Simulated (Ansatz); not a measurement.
Species: C4H2ClO, net charge 0, doublet state. It need not be the lowest isomer of its formula. 
Geometry from a B3LYP-D3(BJ)/def2-TZVP (Ansatz, a program for electronic structure) optimisation:
```
C
C 1 1.3535
H 2 1.0744 1 134.36
H 1 1.0767 2 127.37 3 0.00
O 2 1.3817 3 115.84 1 180.00
C 5 1.3270 2 106.16 3 -180.00
C 6 1.3533 5 112.94 2 0.00
Cl 7 1.7127 6 128.72 5 -180.00
```
Charge 0, spin multiplicity 2.

Basis-set convergence of Hartree-Fock and CCSD correlation energies (hartree) with Ansatz. Cores are frozen in the correlated levels unless marked. Open shells are spin-unrestricted. Spin-orbit coupling is left out. No relativistic terms.

The UHF reference is spin-contaminated (<S^2> 0.36 over the pure value in the largest basis). 

```json
[
 {"basis": "cc-pV(D+d)Z", "functions": "103", "E(HF)": "-686.90531", "E(corr, CCSD)": "-0.83520"},
 {"basis": "cc-pV(T+d)Z", "functions": "217", "E(HF)": "-686.98196", "E(corr, CCSD)": "-1.02817"},
 {"basis": "cc-pV(Q+d)Z", "functions": "399", "E(HF)": "-687.00074", "E(corr, CCSD)": "-1.09294"}
]
```

Extrapolating the two largest sets (X = 3 and 4) as X^-3: E(corr) = (64·(-1.09294) - 27·(-1.02817))/37 = -1.1402 Eh, an estimate of the basis-set limit. The largest set recovers 95.9 % of it, the smallest 73.3 %.
